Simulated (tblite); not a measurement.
Run record: tight-binding relaxation, `O=C([O-])C1=CC=C(Br)O1`.

Computed with GFN2-xTB geometry optimisation, gas phase (tblite 0.8.0). Start geometry: from a force field or distance geometry. A driver script takes a list of jobs; this job's settings line and coordinates (Å) are shown.

Command:
```bash
OMP_NUM_THREADS=1 python probes_run.py task.json out
```

Input:
```
{"job": {"kind": "relax", "xc": "GFN2-xTB", "basis": "xTB"}, "charge": -1, "multiplicity": 1}
O     -2.878800     0.342500    -0.471500
C     -2.176100    -0.401100     0.253700
O     -2.567500    -1.299800     1.072900
C     -0.605100    -0.190000     0.141900
C      0.008800     0.725400    -0.669100
C      1.398500     0.591300    -0.482300
C      1.561300    -0.402400     0.450800
Br     3.238900    -1.023500     1.122800
O      0.359800    -0.895000     0.845500
H     -0.521900     1.404400    -1.329100
H      2.187500     1.150900    -0.961700
```

Output:
```
step      E/eV     max force
  0    -768.33851    2.881
  1    -768.45857    1.540
  2    -768.48230    1.235
  3    -768.50148    0.528
  4    -768.52403    0.533
  5    -768.53489    0.347
  6    -768.54058    0.264
  7    -768.54542    0.250
  8    -768.54881    0.188
  9    -768.55205    0.145
... (12 lines left out)
 22    -768.56515    0.052
 23    -768.56543    0.060
 24    -768.56574    0.062
 25    -768.56598    0.039
 26    -768.56611    0.028
 27    -768.56615    0.016
 28    -768.56617    0.013
 29    -768.56618    0.012
 30    -768.56619    0.011
 31    -768.56619    0.007
```

«max force» is the largest atomic force in eV/Å.

**Question.** From which step on does the largest force stay under 0.1 eV/Å, and how much energy is left to gain from there?

**Answer.** From step 15 (0.085 eV/Å), 4.9 meV above the end.

Summary of the converged run: energy lowered by 5.3 kcal/mol over 31 steps; largest atomic force 0.007 eV/Å at the end.

**Question.** Where do the atoms end?

**Answer.** 0.091 Å rms from the input after alignment:
```
atom  x, y, z in Å
O1    -2.8354    0.2880   -0.4186
C2    -2.1399   -0.4400    0.2948
O3    -2.4376   -1.3205    1.0982
C4    -0.6046   -0.1619    0.1167
C5     0.0076    0.7531   -0.7010
C6     1.4008    0.6213   -0.5061
C7     1.5178   -0.3692    0.4204
Br8    3.0571   -1.1142    1.1910
O9     0.3339   -0.8505    0.8057
H10   -0.4949    1.4316   -1.3583
H11    2.2007    1.1650   -0.9688
```
Labels such as C1 count atoms from 1, the log's own numbers from 0.
